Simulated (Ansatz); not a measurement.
Conformers of `[OH][Ga]([F])[SH]`, each relaxed with PBE0-D4/def2-TZVP in Ansatz. CBS adds the triple-zeta coupled-cluster correction to the MP2 limit.

Outer-core shells of Ga are correlated without core-valence functions. Scalar relativity is left out up to krypton. Spin–orbit coupling is left out.

Not all of them had a frequency check.

Conformer A:

Z-matrix (Å, degrees):
```
Ga
F 1 1.741
S 1 2.180 2 117.0
O 1 1.769 2 114.2 3 180.0
H 3 1.344 1 93.2 2 180.0
H 4 0.959 1 114.7 2 179.7
```

Conformer B:

Z-matrix (Å, degrees):
```
Ga
F 1 1.750
S 1 2.169 2 119.6
O 1 1.770 2 116.9 3 -180.0
H 3 1.345 1 91.7 2 -180.0
H 4 0.961 1 112.9 2 -0.0
```

Conformer C:

Z-matrix (Å, degrees):
```
Ga
F 1 1.744
S 1 2.179 2 118.2
O 1 1.767 2 114.7 3 179.8
H 3 1.345 1 91.7 2 -0.3
H 4 0.960 1 114.3 2 179.9
```

(1) Which is lowest in electronic energy at CCSD(T)/CBS (frozen core, def2 sets), and by how much? (Estimate.)

(2) Give the energies relative to B (kJ/mol) with PBE0-D4/def2-TZVPP, B3LYP-D4/def2-TZVPP, ωB97M-V/def2-TZVPP, B2PLYP/def2-TZVPP, r2SCAN/def2-TZVPP, SCS-MP2/def2-QZVPP, MP2/CBS(def2). (Best estimate.)

Answers

(1) Ansatz gave: B; A lies 5.9 kJ/mol higher, C lies 3.9 kJ/mol higher.

(2) Ansatz gave: 
```
              level    A    C
 PBE0-D4/def2-TZVPP  6.1  3.5
B3LYP-D4/def2-TZVPP  6.2  4.0
 ωB97M-V/def2-TZVPP  6.5  4.1
  B2PLYP/def2-TZVPP  6.1  3.8
  r2SCAN/def2-TZVPP  5.8  3.2
 SCS-MP2/def2-QZVPP  5.7  3.7
      MP2/CBS(def2)  6.0  3.9
```

B3LYP here is the variant with VWN-RPA as its local correlation; programs differ in this.
